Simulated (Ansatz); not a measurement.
Basis-set extrapolation for CH5FOSSi, SMILES `OC(F)S[SiH3]` (PBE0-D4/def2-TZVP geometry, frozen core, Ansatz). Multiplicity 1, RHF reference.

```csv
,def2-TZVPP,def2-QZVPP
HF,-901.673954,-901.703777
MP2 correlation,-0.958125,-1.038889
CCSD(T) correlation,-1.039070,not run
```

Energies in hartree. Use E(X) = E(∞) + A·exp(−7.88·√X) for Hartree–Fock and E(X) = E(∞) + B·X^(−2.97) for correlation, with X = 3 and 4, and add CCSD(T) minus MP2 of the smaller set to the MP2 limit.

Question: What is the CCSD(T) energy at the basis-set limit?

Answer: HF limit: -901.703777 + (-0.029823) × 0.13774 = -901.70788. MP2 limit: -1.038889 + (-0.080764) × 0.74074 = -1.09871. Higher-order term: -1.039070 − (-0.958125) = -0.08094. Total: -902.88753 hartree, 458.2 kJ/mol below CCSD(T)/def2-TZVPP.
